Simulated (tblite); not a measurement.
Start geometry of `CC(C)(CO)C[SiH2]P` from a force field or distance geometry (Å):
```
atom  x, y, z in Å
C1    -1.0805    1.0436   -0.8446
C2    -0.8486   -0.0586    0.1856
C3    -1.9534    0.0334    1.2637
C4    -0.9584   -1.4298   -0.5141
O5    -0.6286   -2.4900    0.4003
C6     0.5078    0.1282    0.9370
Si7    2.1408   -0.0428    0.0372
P8     2.6730    1.8555   -0.9902
H9    -0.9759    2.0374   -0.3951
H10   -2.1062    0.9783   -1.2534
H11   -0.3981    0.9730   -1.6885
H12   -2.9569   -0.0936    0.8105
H13   -1.9538    1.0158    1.7662
H14   -1.8463   -0.7307    2.0320
H15   -1.9823   -1.5958   -0.8647
H16   -0.2919   -1.5027   -1.3578
H17   -0.7455   -3.3209   -0.0872
H18    0.5525   -0.5998    1.7654
H19    0.5091    1.1164    1.4329
H20    2.1158   -1.1334   -0.9606
H21    3.2333   -0.2939    1.0120
H22    4.0094    1.5253   -1.2872
H23    2.9799    2.6120    0.1748
```

What comes out of this run: GFN2-xTB geometry optimisation, gas phase (tblite)?

```
atom  x, y, z in Å
C1    -0.9840    1.0493   -0.8207
C2    -0.8446   -0.0477    0.2328
C3    -1.9947    0.0596    1.2408
C4    -0.9258   -1.4167   -0.4594
O5    -0.5817   -2.4363    0.4541
C6     0.4822    0.0856    0.9900
Si7    2.1011   -0.0703   -0.0037
P8     2.5260    1.8651   -1.0675
H9    -0.9328    2.0293   -0.3514
H10   -1.9380    0.9650   -1.3379
H11   -0.1862    0.9846   -1.5588
H12   -2.9562    0.0206    0.7324
H13   -1.9354    0.9966    1.7899
H14   -1.9444   -0.7644    1.9480
H15   -1.9492   -1.5682   -0.8338
H16   -0.2441   -1.4314   -1.3209
H17   -0.6479   -3.2862    0.0089
H18    0.4956   -0.6851    1.7607
H19    0.4807    1.0499    1.5056
H20    2.1065   -1.1022   -1.0484
H21    3.1748   -0.4092    0.9449
H22    3.8530    1.5673   -1.3107
H23    2.8405    2.5718    0.0793
```

The energy falls by 19.4 kJ/mol over 61 L-BFGS steps, the largest force on an atom goes from 1.12 to 0.009 eV/Å, and the atoms move by 0.122 Å rms after alignment. The bond that changes most is P8–H23 (three-coordinate phosphorus to P–H hydrogen), which shortens by 0.039 Å. Bonds longer at the end by more than 0.005 Å: 4 of 22; shorter: 15. Among the angles that change most is P8–Si7–H21, from 105.8° to 111.4°. Rotational constants go from 2146, 751.2, 657.4 to 2169, 786.4, 680.9 MHz. The orientation of the end geometry is arbitrary; only internal coordinates are fixed.

GFN2-xTB frequencies show an imaginary mode (28i cm⁻¹), so the point is no minimum at that level.

These are computed values.
